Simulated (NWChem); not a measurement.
System: AlH2SeOF; SMILES [OH][Al]([F])[SeH]

The following NWChem deck was run.

```
start job
memory heap 200 mb stack 900 mb global 1100 mb
geometry units angstroms noautoz
  Al     0.109768    -0.945195     0.000110
  F     -1.232864    -1.924046    -0.000381
  O      1.668532    -1.596213    -0.000343
  H      1.896980    -2.527100     0.000784
  Se    -0.172523     1.327377     0.001296
  H      1.288660     1.506120     0.001609
end
basis spherical
  * library def2-tzvp
end
dft
  xc r2scan
  iterations 150
  mulliken
end
task dft energy
```

NWChem printed, in part:

```
             Northwest Computational Chemistry Package (NWChem) 7.3.0
             --------------------------------------------------------

 CS  symmetry detected

                             Geometry "geometry" -> ""
                             -------------------------

 Output coordinates in angstroms (scale by  1.889725989 to convert to a.u.)

  No.       Tag          Charge          X              Y              Z
 ---- ---------------- ---------- -------------- -------------- --------------
    1 Al                  13.0000    -0.00541424    -0.97608353     0.00000000
    2 F                    9.0000    -1.44127580    -1.81221259     0.00000000
    3 O                    8.0000     1.47844038    -1.78339097     0.00000000
    4 H                    1.0000     1.61030455    -2.73278531     0.00000000
    5 Se                  34.0000    -0.05336478     1.31345220     0.00000000
    6 H                    1.0000     1.41844230     1.34153730     0.00000000

 Effective nuclear repulsion energy (a.u.)     304.2952827901

      Symmetry information
      --------------------

 Group name             Cs
 Group number              2
 Group order               2
 No. of unique centers     6

                                 NWChem DFT Module
                                 -----------------

 Summary of "ao basis" -> "ao basis" (spherical)
 ------------------------------------------------------------------------------
       Tag                 Description            Shells   Functions and Types
 ---------------- ------------------------------  ------  ---------------------
 Al                        def2-tzvp                13       37   5s5p2d1f
 F                         def2-tzvp                11       31   5s3p2d1f
 O                         def2-tzvp                11       31   5s3p2d1f
 H                         def2-tzvp                 4        6   3s1p
 Se                        def2-tzvp                16       48   6s5p4d1f

      Symmetry analysis of basis
      --------------------------

        a'        109
        a"         50

            General Information
            -------------------
          SCF calculation type: DFT
          Wavefunction type:  closed shell.
          No. of atoms     :     6
          No. of electrons :    66
           Alpha electrons :    33
            Beta electrons :    33
          Charge           :     0
          Spin multiplicity:     1
          Use of symmetry is: on ; symmetry adaption is: on
          Maximum number of iterations: 150
          AO basis - number of functions:   159
                     number of shells:    59
          Convergence on energy requested:  1.00D-06
          Convergence on density requested:  1.00D-05
          Convergence on gradient requested:  5.00D-04

              XC Information
              --------------
                      r^2SCAN Method XC Functional
               r^2SCAN metaGGA Exchange Functional  1.000
                     r^2SCAN Correlation Potential  1.000

             Grid Information
             ----------------
          Grid used for XC integration:  medium
          Radial quadrature: Mura-Knowles
          Angular quadrature: Lebedev.
          Tag              B.-S. Rad. Rad. Pts. Rad. Cut. Ang. Pts.
          ---              ---------- --------- --------- ---------
          Al                  1.25       88          10.0       590
          F                   0.50       49          11.0       434
          O                   0.60       49          11.0       434
          H                   0.35       45          12.0       434
          Se                  1.15      112          12.0       590
          Grid pruning is: on
          Number of quadrature shells:   388
          Spatial weights used:  Erf1

      Superposition of Atomic Density Guess
      -------------------------------------

 Sum of atomic energies:       -2816.88335446

      Non-variational initial energy
      ------------------------------

 Total energy =   -2817.537140
 1-e energy   =   -4529.557245
 2-e energy   =    1407.724823
 HOMO         =      -0.316875
 LUMO         =      -0.043094

      Symmetry analysis of molecular orbitals - initial
      -------------------------------------------------

  Numbering of irreducible representations:

     1 a'          2 a"

  Orbital symmetries:

     1 a'          2 a'          3 a'          4 a'          5 a'
     6 a"          7 a'          8 a'          9 a'         10 a'
    11 a'         12 a"         13 a'         14 a'         15 a'
    16 a"         17 a'         18 a'         19 a"         20 a"
    21 a'         22 a'         23 a'         24 a'         25 a'
    26 a'         27 a'         28 a"         29 a'         30 a"
    31 a'         32 a'         33 a"         34 a'         35 a"
    36 a'         37 a'         38 a'         39 a'         40 a'
    41 a'         42 a"         43 a'

     ---------------------------------------------
      Total Density - Mulliken Population Analysis
     ---------------------------------------------

    Atom       Charge   Shell Charges
 -----------   ------   -------------------------------------------------------
    1 Al  13    11.78   2.00  0.65  1.33  0.61  0.18  2.91  2.28  0.83  0.52  0.12  0.18  0.08  0.08
    2 F    9     9.59   0.77  1.20  0.61  1.02  0.30  2.40  2.38  0.89  0.00  0.00  0.00
    3 O    8     8.91   0.79  1.18  0.59  0.95  0.23  2.06  2.23  0.86  0.00  0.01  0.00
    4 H    1     0.55   0.20  0.25  0.06  0.04
    5 Se  34    34.41   2.00  2.00  1.16  0.78  0.98  0.90  6.00  5.93  0.98  2.41  1.21  8.96  1.04 -0.00  0.04  0.00
    6 H    1     0.76   0.18  0.41  0.15  0.02

[...]
```

Level: r2SCAN/def2-TZVP. Coordinates come from a PBE0/def2-SVP optimisation.
